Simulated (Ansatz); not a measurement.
Species: C4H8O (charge 0, singlet). SMILES: CCCC=O
Coordinates optimised at B3LYP-D3(BJ)/def2-TZVP (Ansatz, a program for electronic structure):
```
C
H 1 1.0921
H 1 1.0921 2 105.75
C 1 1.5220 2 109.01 3 -117.07
H 4 1.0984 1 111.39 2 -64.37
H 4 1.0984 5 104.53 1 120.40
C 4 1.5038 5 106.91 6 113.13
O 7 1.2038 4 125.05 5 124.25
H 7 1.1117 8 120.27 4 180.00
C 1 1.5256 2 110.19 3 119.07
H 10 1.0910 1 111.15 2 -58.16
H 10 1.0928 11 107.68 1 -122.14
H 10 1.0928 11 107.68 12 -115.72
```
Charge 0, spin multiplicity 1.

Q: Give the harmonic wavenumbers at B3LYP-D3(BJ)/def2-TZVP (Ansatz, finite differences of forces, unscaled).

A: 81, 174, 195, 247, 347, 669, 696, 793, 857, 952, 966, 1050, 1137, 1157, 1257, 1318, 1326, 1398, 1416, 1420, 1448, 1492, 1501, 1509, 1806, 2863, 2996, 3013, 3026, 3047, 3066, 3091, 3095 cm⁻¹. Zero-point energy 70.6 kcal/mol.

Q: From these and the geometry, give the ideal-gas thermochemistry at 298.15 K and 1 atm (rigid rotor, harmonic oscillator).

A: Point group Cs, rotational symmetry number 1. Rotational constants 15.3, 2.541, 2.269 GHz. S(trans) 38.74, S(rot) 25.70, S(vib) 13.00, S(elec, spin only) 0.00, S 77.4 cal/(mol K). H(298) - H(0) 4.52 kcal/mol; G - E(el) 52.1 kcal/mol. Tabulated S at 1 bar: 82.1 cal/(mol K) (CRC Handbook, as tabulated in the package chemicals); it can hold hindered rotation or other conformers, which this model lacks.
